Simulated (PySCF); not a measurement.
C7H7, doublet, geometry from GFN2-xTB; PySCF with M062X/STO-3G.

PySCF was given this input:
```python
from pyscf import gto, scf, dft

mol = gto.Mole()
mol.atom = '''
    C     2.412991    0.074731    0.291022
    C     0.928699    0.005778    0.100819
    C     0.257800   -1.172682   -0.090990
    C    -1.086205   -1.306867   -0.256131
    C    -1.857654   -0.145139   -0.227028
    C    -1.236163    1.075145   -0.035061
    C     0.135611    1.156247    0.127138
    H     2.669861   -0.206635    1.312626
    H     2.915485   -0.616376   -0.382236
    H     2.781202    1.081582    0.109087
    H    -1.551544   -2.269882   -0.405233
    H    -2.928681   -0.207695   -0.354908
    H    -1.828148    1.979285   -0.012524
    H     0.611350    2.116446    0.274568
'''
mol.basis = 'sto-3g'
mol.charge = 0
mol.spin = 1
mol.verbose = 4
mol.build()

mf = dft.UKS(mol)
mf.xc = 'm062x'
mf.grids.level = 1
mf.kernel()
```

What the program printed (banner, timings and long lists left out):

```
PySCF version 2.14.0

[INPUT] verbose = 4
[INPUT] num. atoms = 14
[INPUT] num. electrons = 49
[INPUT] charge = 0
[INPUT] spin (= nelec alpha-beta = 2S) = 1
[INPUT] symmetry False subgroup None
[INPUT] Mole.unit = angstrom
[INPUT] Symbol           X                Y                Z      unit          X                Y                Z       unit  Magmom
[INPUT]  1 C      2.412991000000   0.074731000000   0.291022000000 AA    4.559892131040   0.141221123015   0.549951876223 Bohr   0.0
[INPUT]  2 C      0.928699000000   0.005778000000   0.100819000000 AA    1.754986762157   0.010918837548   0.190520298153 Bohr   0.0
[INPUT]  3 C      0.257800000000  -1.172682000000  -0.090990000000 AA    0.487171394913  -2.216047811207  -0.171946180074 Bohr   0.0
[INPUT]  4 C     -1.086205000000  -1.306867000000  -0.256131000000 AA   -2.052629965133  -2.469620711232  -0.484017442011 Bohr   0.0
[INPUT]  5 C     -1.857654000000  -0.145139000000  -0.227028000000 AA   -3.510457294203  -0.274272959993  -0.429020742608 Bohr   0.0
[INPUT]  6 C     -1.236163000000   1.075145000000  -0.035061000000 AA   -2.336009515321   2.031729594196  -0.066255687653 Bohr   0.0
[INPUT]  7 C      0.135611000000   1.156247000000   0.127138000000 AA    0.256267649478   2.184990162350   0.240256000025 Bohr   0.0
[INPUT]  8 H      2.669861000000  -0.206635000000   1.312626000000 AA    5.045306080657  -0.390483557750   2.480503643983 Bohr   0.0
[INPUT]  9 H      2.915485000000  -0.616376000000  -0.382236000000 AA    5.509468170278  -1.164781829755  -0.722321354949 Bohr   0.0
[INPUT] 10 H      2.781202000000   1.081582000000   0.109087000000 AA    5.255710077093   2.043893761259   0.206144553750 Bohr   0.0
[INPUT] 11 H     -1.551544000000  -2.269882000000  -0.405233000000 AA   -2.931993230212  -4.289455315080  -0.765779386636 Bohr   0.0
[INPUT] 12 H     -2.928681000000  -0.207695000000  -0.354908000000 AA   -5.534404996217  -0.392486667442  -0.670678919417 Bohr   0.0
[INPUT] 13 H     -1.828148000000   1.979285000000  -0.012524000000 AA   -3.454699035171   3.740306572460  -0.023666929984 Bohr   0.0
[INPUT] 14 H      0.611350000000   2.116446000000   0.274568000000 AA    1.155284066253   3.999503297431   0.518858322570 Bohr   0.0

nuclear repulsion = 260.380427968281
number of shells = 28
number of NR pGTOs = 126
number of NR cGTOs = 42
basis = sto-3g
ecp = {}

******** <class 'pyscf.dft.uks.UKS'> ********
method = UKS
initial guess = minao
damping factor = 0
level_shift factor = 0
DIIS = <class 'pyscf.scf.diis.CDIIS'>
diis_start_cycle = 1
diis_space = 8
diis_damp = 0
SCF conv_tol = 1e-09
SCF conv_tol_grad = None
SCF max_cycles = 50
direct_scf = True
direct_scf_tol = 1e-13
number electrons alpha = 25  beta = 24
XC library pyscf.dft.libxc version 7.1.2
    S. Lehtola, C. Steigemann, M. J. T. Oliveira, and M. A. L. Marques,  SoftwareX 7, 1–5 (2018)
XC functionals = m062x
    Y. Zhao and D. G. Truhlar,  Theor. Chem. Acc. 120, 215 (2008)
    Y. Zhao and D. G. Truhlar,  Theor. Chem. Acc. 120, 215 (2008)
radial grids:
    Treutler-Ahlrichs [JCP 102, 346 (1995); DOI:10.1063/1.469408] (M4) radial grids

becke partition: Becke, JCP 88, 2547 (1988); DOI:10.1063/1.454033
pruning grids: <function nwchem_prune>
grids dens level: 1
symmetrized grids: False
atomic radii adjust function: <function treutler_atomic_radii_adjust>
small_rho_cutoff = 0
Set gradient conv threshold to 3.16228e-05
tot grids = 53568
init E= -269.232193069516

cycle= 1 E= -267.526417157258  delta_E= 1.71  |g|= 0.147  |ddm|= 3.66
cycle= 2 E= -267.551491944417  delta_E= -0.0251  |g|= 0.0627  |ddm|= 0.37
cycle= 3 E= -267.554678632037  delta_E= -0.00319  |g|= 0.0346  |ddm|= 0.137
cycle= 4 E= -267.555887162691  delta_E= -0.00121  |g|= 0.00959  |ddm|= 0.0607
cycle= 5 E= -267.556060715518  delta_E= -0.000174  |g|= 0.00467  |ddm|= 0.0264
cycle= 6 E= -267.556112093486  delta_E= -5.14e-05  |g|= 0.00275  |ddm|= 0.0159
cycle= 7 E= -267.556128768441  delta_E= -1.67e-05  |g|= 0.00142  |ddm|= 0.00787
cycle= 8 E= -267.556140098863  delta_E= -1.13e-05  |g|= 0.000699  |ddm|= 0.00969
cycle= 9 E= -267.556142515437  delta_E= -2.42e-06  |g|= 0.000194  |ddm|= 0.00587
cycle= 10 E= -267.556142608291  delta_E= -9.29e-08  |g|= 9.63e-05  |ddm|= 0.000985
cycle= 11 E= -267.556142619442  delta_E= -1.12e-08  |g|= 5.41e-05  |ddm|= 0.000254
cycle= 12 E= -267.556142623492  delta_E= -4.05e-09  |g|= 1.04e-05  |ddm|= 0.000151
cycle= 13 E= -267.55614262361  delta_E= -1.18e-10  |g|= 5.11e-06  |ddm|= 2.52e-05
Extra cycle  E= -267.556142623623  delta_E= -1.31e-11  |g|= 4.27e-06  |ddm|= 1.24e-05
converged SCF energy = -267.556142623623  <S^2> = 0.76459827  2S+1 = 2.0145454
```
